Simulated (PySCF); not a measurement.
All of these have the formula C4H9FOSi. Computed with TDDFT B3LYP/def2-SVPD, vertical, gas phase, core orbitals frozen in the response in PySCF 2.14.0, density-fitted response routines. Geometries: PBE0-D3(BJ)/def2-SVP; one conformer of each isolated species. Triplets are in the Tamm–Dancoff approximation.

Problem. Rank by computed lowest singlet excitation energy, lowest first.
A. `CO[Si@@H]1CC[C@@H]1F`
B. `C=C(O[SiH3])[C@H](C)F`
C. `C[C@@H]1C[C@H](F)[SiH2]O1`
D. `[SiH2]1CCO[C@H](C1)F`

Solution. B (5.69 eV), A (6.29 eV), C (6.54 eV), D (7.01 eV).

| SMILES | S1 (eV) | gap (eV) | first f ≥ 0.01 (nm) | α (au) | f (S1) | S1 mainly |
| --- | --- | --- | --- | --- | --- | --- |
| C=C(O[SiH3])[C@H](C)F | 5.69 | 6.61 | 197 | 81.3 | 0.002 | H→L (98%) |
| CO[Si@@H]1CC[C@@H]1F | 6.29 | 7.37 | 185 | 76.9 | 0.003 | H→L (96%) |
| C[C@@H]1C[C@H](F)[SiH2]O1 | 6.54 | 7.62 | 185 | 76.6 | 0.008 | H→L (98%) |
| F[C@H]1C[SiH2]CCO1 | 7.01 | 7.91 | 158 | 77.1 | 0.004 | H→L (98%) |

H and L stand for HOMO and LUMO.

- `C=C(O[SiH3])[C@H](C)F`: Löwdin shares by element: HOMO carbon 65% or more, oxygen 19% (atoms not listed hold the other 16%); LUMO silicon 38%, hydrogen 23% or more, oxygen 11% (atoms not listed hold the other 28%).
- `CO[Si@@H]1CC[C@@H]1F`: Löwdin shares by element: HOMO carbon 24% or more, oxygen 21%, silicon 14%, fluorine 14% (atoms not listed hold the other 27%); LUMO carbon 23% or more, silicon 22%, hydrogen 9% or more (atoms not listed hold the other 46%).
- `C[C@@H]1C[C@H](F)[SiH2]O1`: Löwdin shares by element: HOMO oxygen 48%, carbon 11% or more, silicon 10%, hydrogen 8% or more (atoms not listed hold the other 22%); LUMO silicon 32%, hydrogen 21% or more, oxygen 10% (atoms not listed hold the other 36%).
- `F[C@H]1C[SiH2]CCO1`: Löwdin shares by element: HOMO oxygen 45%, carbon 28% or more (atoms not listed hold the other 27%); LUMO silicon 20%, carbon 18% or more, hydrogen 7% or more (atoms not listed hold the other 55%).

Without π bonds the low states are Rydberg-like; a valence basis with one diffuse set may place them up to an eV too high.
